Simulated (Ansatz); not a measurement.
Ansatz (an electronic-structure program) input:

Ansatz 0.2 input:
```yaml
crystal:
  periodic: [false, false, false]
  atoms:
    - {symbol: I, position_ang: [-0.00000000, -0.00000000, -0.03033808]}
    - {symbol: H, position_ang: [0.00000000, 0.00000000, 1.60791815]}
basis:
  gaussian:
    orbitals: def2-SVPD
total_charge: 1
magnetization: {spin_polarized: true, initial_magnetization: 1}
correlation: {method: ccsd_t, electrons: outside_noble_gas}
output: {forces: true}
```

Task: Which total energy does the run end on?

Result: -296.98630 Eh (CCSD(T)/def2-SVPD). The basis has 43 functions.
